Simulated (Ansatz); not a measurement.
`CC1=CC(C)=[O+][Zn-]([CH3])[O]1` and `CC1=CC(C)=[O+][Al-]([CH3])([F])[O]1` differ in one atom or group.

Ansatz, PBE0-D4/def2-TZVP geometries, multiplicity 1. 

Scalar relativity is left out up to krypton.

```tsv
property	`CC1=CC(C)=[O+][Zn-]([CH3])[O]1`
HOMO–LUMO gap (ωB97M-V/def2-TZVPP) / eV	9.77
LUMO energy (PBE0/def2-TZVPP) / eV	-1.35
HOMO–LUMO gap (PBE/def2-TZVPP) / eV	3.61
size of the dipole moment (PBE/def2-TZVPP) / D	2.71
HOMO energy (ωB97M-V/def2-TZVPP) / eV	-9.04
HOMO–LUMO gap (B3LYP/def2-TZVPP) / eV	5.17
```

(1) Give the same properties after the change, and the shifts. (Best estimate.)

Answers

(1) Computed: 
```tsv
property	`CC1=CC(C)=[O+][Al-]([CH3])([F])[O]1`	shift
HOMO–LUMO gap (ωB97M-V/def2-TZVPP) / eV	9.67	-0.10
LUMO energy (PBE0/def2-TZVPP) / eV	-2.07	-0.72
HOMO–LUMO gap (PBE/def2-TZVPP) / eV	3.41	-0.20
size of the dipole moment (PBE/def2-TZVPP) / D	5.32	2.61
HOMO energy (ωB97M-V/def2-TZVPP) / eV	-9.66	-0.62
HOMO–LUMO gap (B3LYP/def2-TZVPP) / eV	5.03	-0.14
```

With PBE0 the HOMO falls by 0.58 eV and the LUMO falls by 0.72 eV, so the gap narrows by about 0.14 eV. PBE moves the HOMO by -0.48 eV and ωB97M-V by -0.62 eV. Dipoles are sizes alone; their direction can turn.

Positive LUMOs are unbound, so they and the gaps depend on the basis.

B3LYP here is the variant with VWN-RPA as its local correlation; programs differ in this.
